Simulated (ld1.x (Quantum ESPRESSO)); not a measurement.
Varying the TM potential for arsenic (As)

Base potential:

ld1.x (Quantum ESPRESSO) 7.5 input, shortened:

```
&input
   title='As', zed=33., rel=1, dft='PBE', iswitch=3,
   config='[Ar] 3d10 4s1.75 4p3.25'
 /
 &inputp
   pseudotype=2, tm=.true., lloc=-1, rcloc=0.45,
   nlcc=.false.
 /
3
4S  1  0   1.75   0.00  1.35  1.35  0.0
3P  2  1   6.00   0.00  0.55  0.55  0.0
3D  3  2  10.00   0.00  0.75  0.75  0.0
 &test
   configts(1)='3p6 3d10 4s1.75 4p3.25'
 /
```

Occupied shells without a wave of their own: 4p. They enter only through the test configuration that unscreens the potential.

Cutoffs, loose and tight: the cutoffs (Ry, on a coarse ladder) from which the occupation-weighted sum of valence levels, in a spherical-Bessel basis at the reference potential, stays within 10 and 1 mRy of its value at 400 Ry. They do not see the model core or the augmentation charge, which bear on the density cutoff. Test errors are all-electron minus pseudo excitation energies from the reference, over the configurations 3p6 3d10 4s2 4p3; 3p6 3d10 4s2 4p2; 3p6 3d10 4s2 4p1; 3p6 3d10 4s0 4p5; 3p6 3d9 4s2 4p3; 3p6 3d10 4s2 4p3.3; 3p6 3d10 4s2 4p2.5. A dash means not determined; rows that change the core or the reference have their own tests. The largest error is taken over the tests solved by every variant that gives reliable tests at all: 3p6 3d10 4s0 4p5; 3p6 3d10 4s2 4p2; 3p6 3d10 4s2 4p2.5; 3p6 3d10 4s2 4p3; 3p6 3d10 4s2 4p3.3.

A true bound ghost makes a file unfit for plane-wave use even where its test errors are small: the radial tests pick states by their node count and pass the ghost by. Where a test does run into it, the solver fails or the error is huge.

```tsv
change	outcome	cutoff, loose	cutoff, tight	bound ghosts	largest test error (meV)
base	generated	over 300 Ry	over 300 Ry	s	-91
local potential all-electron potential smoothed inside 0.52 bohr (lloc = -1)	generated	over 300 Ry	over 300 Ry	s	-83
local potential all-electron potential smoothed inside 0.78 bohr (lloc = -1)	generated	over 300 Ry	over 300 Ry	s	-99
local potential all-electron potential smoothed inside 0.88 bohr (lloc = -1)	generated	over 300 Ry	over 300 Ry	s	-24
local potential all-electron potential smoothed inside 1.02 bohr (lloc = -1)	generated	over 300 Ry	over 300 Ry	s	-198
local potential all-electron potential smoothed inside 1.16 bohr (lloc = -1)	generated, misses its reference levels by 0.22 eV	over 300 Ry	over 300 Ry	s	-450
local potential all-electron potential smoothed inside 1.40 bohr (lloc = -1)	generated, misses its reference levels by 0.49 eV	over 300 Ry	over 300 Ry	none	-997
```

Q: What comes out with this change to the base: local potential all-electron potential smoothed inside 1.56 bohr (lloc = -1)?

A: outcome: generated, misses its reference levels by 0.95 eV; cutoff, loose: over 300 Ry; cutoff, tight: over 300 Ry; bound ghosts: none; largest test error (meV): -1944.

Q: What comes out with this change to the base: local potential all-electron potential smoothed inside 1.32 bohr (lloc = -1)?

A: outcome: generated, misses its reference levels by 0.37 eV; cutoff, loose: over 300 Ry; cutoff, tight: over 300 Ry; bound ghosts: s; largest test error (meV): -757.

Q: What comes out with this change to the base: local potential all-electron potential smoothed inside 0.66 bohr (lloc = -1)?

A: outcome: generated; cutoff, loose: over 300 Ry; cutoff, tight: over 300 Ry; bound ghosts: s; largest test error (meV): -57.

Reading the sweep of the rcloc (base included, trends over the rows without a ghost): Bound ghosts are found at 0.45, 0.52, 0.66, 0.78, 0.88, 1.02, 1.16, 1.32 bohr.
